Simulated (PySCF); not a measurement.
## Relaxation of singlet BiOBr

Method: PBE0/[Bi def2-TZVP with ECP60, O def2-TZVP, Br def2-TZVP], scalar-relativistic core potentials, density fitting, no spin–orbit coupling, PySCF. A (50,194) grid was used.

A hand-made bent start, of Cs symmetry, held to at least that symmetry:

Coordinates in bohr (charge 0 multiplicity 1):
```
Bi   -0.9040    0.0000   -0.8589
O    -3.9689    0.0000    1.2873
Br    3.1982    0.0000    2.0135
```

(1) What does it relax to?

(2) How much energy is released, and in how many steps?

Results:

(1) It ends at Cs with Bi–Br 2.608 Å, Bi–O 1.883 Å; Br–Bi–O 103.7° (after a last refinement on a finer grid). A frequency run shows a minimum.

(2) 17.4 kJ/mol in 5 steps.

Spin–orbit coupling, left out here, can matter for elements this heavy.
